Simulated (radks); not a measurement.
The numbers below are computed, except where a source is named.
Problem. The table gives one normalised radial function P(r) = r R(r) (large component) of Ti11+ in [Ne] 3s1 (r in bohr). Code: a radial shooting solver on a logarithmic mesh with Libxc functionals. Model: Dirac Kohn-Sham, LB94 model potential, spin-unpolarised, spherical densities, finite nucleus; Fermi nuclear charge, rms radius 3.5921 fm.

r	P
0.002865	0.1679
0.003585	0.2061
0.004485	0.2519
0.00561	0.3063
0.007019	0.3700
0.008781	0.4432
0.01099	0.5252
0.01385	0.6170
0.01733	0.7077
0.02169	0.7927
0.02713	0.8600
0.03394	0.8926
0.04246	0.8689
0.05312	0.7638
0.06646	0.5536
0.08315	0.2241
0.104	-0.2181
0.1301	-0.7341
0.1628	-1.2472
0.2037	-1.6528
0.2548	-1.8466
0.3188	-1.7689
0.3989	-1.4434
0.503	-0.9650
0.6293	-0.5246
0.7873	-0.2196
0.985	-0.0670
1.232	-0.0139
1.542	-0.0018
1.929	-0.0001
2.413	0.0000

Which n and l does it have? It may be an empty orbital.

Solution. n = 2, l = 0: the number of nodes gives n - l - 1 = 1, the rise at small r points to l (this Dirac orbital starts outside the nucleus as r^gamma with gamma = sqrt((l + 1)^2 - (Z/c)^2) = 0.99; the j = 1/2 orbital of l + 1 starts with the same power, but with a smaller coefficient, and then steepens), and the extent must fit the shell. The curve is that of 2s1/2. 2s1/2: eigenvalue -830.85 eV, 1 radial node at r = 0.0937 bohr, <r> = 0.321 bohr, 90 % of the charge inside 0.497 bohr.
